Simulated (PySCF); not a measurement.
CaH₂: fields on a plane

Level of theory: BP86/[Ca def2-TZVP, H def2-TZVP], no relativity, density fitting, PySCF.

The singlet minimum has Ca–H 2.018 Å (×2); H–Ca–H 134.8°.

The plane holds Ca1 at (0.00, 0.00), H2 at (2.02, 0.00), H3 at (-1.42, 1.43) Å. Columns run from x = -3.45 to 4.35 Å, rows from y = 3.75 (top) to -1.95 Å, in steps of 0.3 Å. Other isomers or separated fragments may lie lower.

Task: Give the highest occupied orbital (Å^-3/2) at -4.81 eV (cut at ±0.3; overall sign arbitrary). Lower edges of the bins (Å^-3/2): '_' -0.300, '.' -0.240, ':' -0.180, '-' -0.120, '=' -0.060, '+' 0.000, '*' 0.060, '#' 0.120, '%' 0.180, '@' 0.240; top 0.30, each point printed twice.

Result: 
```
==================================++++++++++++++++++++
==================================++++++++++++++++++++
================================++++++++++++++++++++++
==========----------============++++++++++++++++++++++
========------::------==========++++++++++++++++++++++
======----::....::::----======++++++++++++++++++++++++
====----::..______..::--======++++++++++++++++++++++++
====----::__________..::--==++++++++++++++++++++++++++
====----..__________..::--==++++************++++++++++
====----::__________..::--++****########******++++++++
====----::..____....::--==++**##%%%%%%%%##****++++++++
======----::::::--========**##%%@@@@@@@@%%##****++++++
========--------==##@@::##++**%%@@@@@@@@@@##****++++++
================++%%@@##::..++##@@@@@@@@@@##****++++++
==============++**##%%==____==**%%@@@@@@%%##****++++++
==============++++**++--..::==**##%%%%%%##****++++++++
==============++++++++==----==++**######****++++++++++
================++++========++++**********++++++++++++
================++++========++++++++++++++++++++++++++
==================++++++++++++++++++++++++++++++++++++
```

Task: Give the electrostatic potential (V) (cut at 20 V). Lower edges of the bins (V): '_' -2.11, '.' -1.98, ':' -1.77, '-' -1.44, '=' -0.92, '+' -0.10, '*' 1.21, '#' 3.28, '%' 6.56, '@' 11.76; top 20.0, each point printed twice.

Result: 
```
======------------====================================
====------------------================================
==------::::::::::----================================
------::..........::--================================
----::..________..::--======++++======================
--::::____..::--::::--==++++++++++====================
--::..__..==**##++====++++++++++++====----------======
--::..__::**@@@@%%++++**********++====------------====
--::....--**@@@@%%****########**++==--::::::::------==
----::..::++%%%%####%%%%@@%%%%##++==--::......::------
==----::--==++**##%%@@@@@@@@@@##**++====::____..::----
======--====++**%%@@@@@@@@@@@@%%****####==..__..::----
==========++**##%%@@@@@@@@@@@@%%##%%@@@@**--____::----
++++++++++****##@@@@@@@@@@@@@@%%##%%@@@@**--____::----
++++++++****####%%@@@@@@@@@@@@%%****####==..__..::----
++++++++****####%%@@@@@@@@@@%%##**++====::__..::::----
++++++******####%%%%@@@@@@%%%%##**==--::....::::----==
++++++********####%%%%%%%%%%##**++++==--::::------====
++++++********################**++++====--------======
++++++**********############****++++==================
```
